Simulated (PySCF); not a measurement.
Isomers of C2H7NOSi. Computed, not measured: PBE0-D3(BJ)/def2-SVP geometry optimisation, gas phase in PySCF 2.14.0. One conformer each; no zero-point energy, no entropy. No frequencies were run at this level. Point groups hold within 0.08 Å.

Problem. Rank from lowest to highest electronic energy at this level (kJ/mol).
A. `[CH3:1][C:2](=[O:3])[SiH2:4][NH2:5]` with C1–C2–Si4–N5 -6°, C2–Si4–N5–H -81° and 128°
B. `[CH3:1][C:2](=[O:3])[NH:4][SiH3:5]` with C1–C2–N4–Si5 -179°
C. `[CH2:1]=[N:2][CH2:3][O:4][SiH3:5]` with C1–N2–C3–O4 0°, N2–C3–O4–Si5 -175°
D. `[CH3:1]/[CH:2]=[N:3]/[SiH2:4][OH:5]` with C2–N3–Si4–O5 120°, N3–Si4–O5–H 52°
E. `[CH3:1][O:2]/[CH:3]=[N:4]\[SiH3:5]` with C1–O2–C3–N4 0°
F. `[CH3:1]/[CH:2]=[N:3]\[SiH2:4][OH:5]` with C2–N3–Si4–O5 -137°, N3–Si4–O5–H -40°
G. `[CH2:1]=[CH:2][O:3][SiH2:4][NH2:5]` with C1–C2–O3–Si4 8°, C2–O3–Si4–N5 -68°, O3–Si4–N5–H 81° and -68°

Solution. B (0.0), D (8.7), F (15.0), G (19.8), A (81.0), C (141.6), E (143.3).

As drawn, the lowest has a C=O bond, an N–H bond and a C(=O)–N unit, which the highest lacks; the highest has a C=N bond, which the lowest lacks. Neighbours under 10 kJ/mol apart (CC(=O)N[SiH3] and C/C=N/[SiH2]O; C/C=N/[SiH2]O and C/C=N\[SiH2]O; C/C=N\[SiH2]O and C=CO[SiH2]N; C=NCO[SiH3] and CO/C=N\[SiH3]) can change places with a better method, another conformer or zero-point energy. C/C=N/[SiH2]O and C/C=N\[SiH2]O are stereoisomers, 6.3 kJ/mol apart in the conformers taken.

| SMILES | E (Eh) | E rel (kJ/mol) | dipole (D) | point group | A, B, C (MHz) |
| --- | --- | --- | --- | --- | --- |
| CC(=O)N[SiH3] | -499.32866 | 0.0 | 3.51 | near Cs | 9789, 2404, 2001 |
| C/C=N/[SiH2]O | -499.32534 | 8.7 | 1.84 | C1 | 13460, 1736, 1640 |
| C/C=N\[SiH2]O | -499.32295 | 15.0 | 2.37 | C1 | 11048, 1971, 1831 |
| C=CO[SiH2]N | -499.32112 | 19.8 | 1.60 | C1 | 7301, 2658, 2178 |
| CC(=O)[SiH2]N | -499.29782 | 81.0 | 3.81 | – | 6591, 2635, 1969 |
| C=NCO[SiH3] | -499.27474 | 141.6 | 1.10 | near Cs | 14288, 1891, 1722 |
| CO/C=N\[SiH3] | -499.27408 | 143.3 | 1.67 | – | 8366, 2391, 1924 |

Problem. As an exercise, what shares would exp(−E/RT) give at 500 K from these electronic energies alone (no entropy, no degeneracies)?

Solution. RT = 4.157 kJ/mol: CC(=O)N[SiH3] 86.3 %, C/C=N/[SiH2]O 10.6 %, C/C=N\[SiH2]O 2.4 %, C=CO[SiH2]N 0.7 %, CC(=O)[SiH2]N under 0.1 %, C=NCO[SiH3] under 0.1 %, CO/C=N\[SiH3] under 0.1 %.
